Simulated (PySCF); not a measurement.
# Computed data sheet: `C=C/N=C/C(=C)CC`

Species: C7H11N.
Z-matrix (Å and degrees, GFN2-xTB geometry), rows numbered from 1:
```
C 
C   1  1.3301
N   2  1.3711  1  120.66
C   3  1.2727  2  120.17  1  -179.10
C   4  1.4485  3  121.60  2  -179.91
C   5  1.3350  4  120.07  3   178.89
C   5  1.5017  4  117.25  3    -2.22
C   7  1.5287  5  110.67  4   -78.79
H   1  1.0752  2  121.74  3   179.74
H   1  1.0758  2  120.52  3    -0.03
H   2  1.0947  1  121.12  3  -179.90
H   4  1.1021  3  122.08  2    -0.31
H   6  1.0767  5  121.81  4  -179.53
H   6  1.0776  5  121.85  4     0.31
H   7  1.0911  5  109.72  4   160.04
H   7  1.0900  5  108.77  4    40.65
H   8  1.0881  7  110.47  5   -58.72
H   8  1.0864  7  109.93  5    61.36
H   8  1.0873  7  110.24  5  -178.82
```

Among its groups: imine and C=C double bond.

**GFN2-xTB geometry**

```
Point group of the GFN2-xTB geometry                  : C1
Rotational constants A, B, C of the GFN2-xTB geometry : 3.637, 1.161, 0.931 GHz
```

**wB97X-D/def2-SVPD ground state and vertical TDDFT (core frozen in the response) (PySCF)**

```
Dipole moment                                                     : 1.24 D
HOMO energy                                                       : -8.43 eV
LUMO energy                                                       : -0.04 eV
HOMO–LUMO gap                                                     : 8.39 eV
Lowest singlet excitation                                         : 4.24 eV (293 nm, f = 0.001)
Strongest line among the 8 lowest singlet transitions             : S2 at 5.04 eV (246 nm, f = 0.895)
Lowest triplet excitation (Tamm–Dancoff)                          : 2.84 eV
Static isotropic polarisability                                   : 106.2 au
Electronic spatial extent ⟨r²⟩ about the centre of nuclear charge : 1288 bohr²
```

Monoisotopic mass (most abundant isotopes): 109.0891 u.

In wavenumbers S1 is 34200 cm⁻¹ (1 eV = 8065.54 cm⁻¹). The rotational constants make it an asymmetric top with κ = (2B − A − C)/(A − C) = -0.83, nearer the prolate limit (−1). A dipole of 1.24 D is allowed in C1, and pure rotational transitions are dipole-allowed. With B = h/(8π²I), that is 505.379 GHz u Å² over I, the principal moments of inertia are 139.0, 435.1 and 542.6 u Å² (most abundant isotopes). No computed singlet falls in the visible range (750 to 380 nm, 1.65 to 3.26 eV); S1 lies 0.98 eV above its blue end. The largest Löwdin shares of the HOMO are 0.23 on C1, 0.17 on C6, 0.16 on C2 and 0.14 on N3. S1 lies 4.15 eV below the HOMO–LUMO gap; its leading configuration is HOMO−1→LUMO, weight 0.96.

The structure is a single GFN2-xTB conformer in the gas phase; no vibrational or solvent corrections.

For the TDDFT job (wB97X-D/def2-SVPD), on an Arm Neoverse N1 with one thread, shared host with 64 logical CPUs at a one-minute load of 55, this took 1.9 min (grids of density and orbitals included) and 1.1 GiB of memory at its peak.
